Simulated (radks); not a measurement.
Results of a calculation; reference values are marked as such.
Exchange energies: the exact (Fock) value of the Kohn-Sham orbitals and density-functional approximations, in hartree. Species: Ce40+ [Ar]; Ar [Ar]; Lu+ [Xe] 4f14 6s2; Tl+ [Hg]. Level of theory: non-relativistic Kohn-Sham, PBE, spin-polarised, spherical densities, point nucleus (a radial shooting solver on a logarithmic mesh with Libxc functionals). Every spin shell is full or empty, so the densities are truly spherical. Functionals are evaluated on that one density, not self-consistently.

| functional | Ce40+ | Ar | Lu+ | Tl+ |
|---|---|---|---|---|
| exact | -123.912 | -30.1460 | -282.260 | -351.880 |
| LDA | -115.91 | -27.852 | -271.51 | -338.62 |
| B88 | -124.15 | -30.139 | -283.12 | -352.14 |
| revPBE | -123.84 | -30.093 | -282.20 | -351.01 |
| PW91 | -123.98 | -30.110 | -283.06 | -352.07 |
| PW86 | -124.26 | -30.274 | -281.99 | -350.54 |
| AM05 | -116.82 | -28.121 | -272.13 | -339.30 |
| SOGGA | -120.38 | -29.118 | -277.54 | -345.60 |
| B86b | -124.12 | -30.164 | -282.96 | -351.92 |
| EV93 | -124.62 | -30.438 | -281.59 | -350.10 |
| APBE | -124.63 | -30.312 | -283.70 | -352.77 |
| r2SCAN | -123.88 | -30.156 | -282.28 | -351.27 |
| MS2 | -123.72 | -30.157 | -281.01 | -349.57 |
| TASK | -120.61 | -29.264 | -277.17 | -345.54 |
| MVS | -123.73 | -30.097 | -282.86 | -352.17 |
